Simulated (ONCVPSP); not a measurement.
**Which change was made? (V, ONCV)**

V (Z = 23), optimised norm-conserving Vanderbilt (ONCV), made with ONCVPSP 4.0.1 (PBE, scalar-relativistic). Core [Ar], reference 3d3 4s1 (charge +1). Waves: 4s: rc 2.25 bohr, ncon 4, nbas 9, qcut 3.3 1/bohr, 1 projector; p scattering state at 0.13 Ha: rc 2.35 bohr, ncon 3, nbas 7, qcut 4.2 1/bohr, 2 projectors, debl 0.4 Ha; 3d: rc 2.30 bohr, ncon 4, nbas 9, qcut 7 1/bohr, 2 projectors, debl 1.4 Ha. Local part: polynomial inside 2.25 bohr (lpopt 4, dvloc0 0 Ha). Core correction: Teter function, fcfact 3.5, rcfact 1.65.

In the p channel the program set the typed energies aside and used 0.050, 0.450 Ha.

Cutoffs, loose and tight: the cutoffs (Ha) at which the residual kinetic energy of the hardest occupied pseudo-wave falls to 1 and 0.1 mHa per electron. They do not see the model core or the augmentation charge, which bear on the density cutoff. Test errors are all-electron minus pseudo excitation energies from the reference, over the configurations 3d3 4s2; 3d3 4s0; 3d2 4s0; 3d2 4s2 4p1; variants that change the core or the reference have their own tests.

The base gives: outcome: generated, projector energies reset by the program; cutoff, loose: 19 Ha; cutoff, tight: 21 Ha; bound ghosts: p; GHOST(+) flags above zero: none; largest test error (meV): -159.

After one change the result is: outcome: generated, projector energies reset by the program; cutoff, loose: 19 Ha; cutoff, tight: 21 Ha; bound ghosts: p; GHOST(+) flags above zero: none; largest test error (meV): -332. Which change was it?
A. core correction Teter function, fcfact 5.7, rcfact 1.65
B. core correction Teter function, parameters optimised by the program
C. functional LDA (Perdew-Zunger)

A. The others give: core correction Teter function, parameters optimised by the program → outcome: generated, projector energies reset by the program; cutoff, loose: 19 Ha; cutoff, tight: 21 Ha; bound ghosts: p; GHOST(+) flags above zero: none; largest test error (meV): -70 | functional LDA (Perdew-Zunger) → outcome: generated, projector energies reset by the program; cutoff, loose: 19 Ha; cutoff, tight: 21 Ha; bound ghosts: p; GHOST(+) flags above zero: none; largest test error (meV): -236.
